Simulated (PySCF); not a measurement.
**Computed properties of C₂H₈OSn, SMILES [O](C)[SnH2][CH3]**

Sn(H)2(Me)(OMe) (C2H8OSn), SMILES [CH3][SnH2][O]C. Coordinates come from a B3LYP-D3(BJ)/def2-SVP optimisation. The structure was generated by enumeration; whether it is a known compound was not checked. The def2 effective core potentials stand for the cores of Sn; spin–orbit coupling is left out. Other conformers were not sampled. All values are computed for the isolated molecule unless a solvent is named; none is compared with measurement here.

**Structure.** All 30 harmonic modes at B3LYP-D3(BJ)/def2-SVP (PySCF) are real, so it is a minimum. With heavy atoms numbered as in [SnH2:1]([CH3:2])[O:3][CH3:4], the shortest bond between them is O3–C4 at 1.401 Å and the longest Sn1–C2 at 2.164 Å.

**Vibrations.** The strongest infrared lines (harmonic, unscaled, degenerate partners summed) lie at 1123 cm⁻¹ (196 km/mol, O 49 %, C 43 %), 1869 cm⁻¹ (172 km/mol, H 99 %), 1921 cm⁻¹ (163 km/mol, H 99 %). The softest mode is at 51 cm⁻¹ and the zero-point energy is 56.5 kcal/mol.

**Electronic structure.** HF/def2-TZVP (PySCF) places the frontier levels at -10.89 and 2.39 eV, a gap of 13.28 eV, and gives a dipole moment of 2.25 D and a mean polarisability of 63.6 bohr³. PBE/def2-TZVP (PySCF) at the same geometry gives -5.72 and -0.94 eV, so its gap is 8.50 eV narrower. An orbital gap is neither the optical nor the fundamental gap.

**Excitations.** TDA-B3LYP/def2-SVPD (PySCF) has S1 at 5.54 eV (224 nm, f = 0.006, weak); the most intense of the 10 singlets computed lies at 6.45 eV (f = 0.08). T1 (TDA) is at 5.11 eV, 0.43 eV under S1. TDA-PBE/def2-SVPD (PySCF) puts S1 at 5.00 eV. No vertical singlet excitation falls in the visible range (under 3.1 eV).
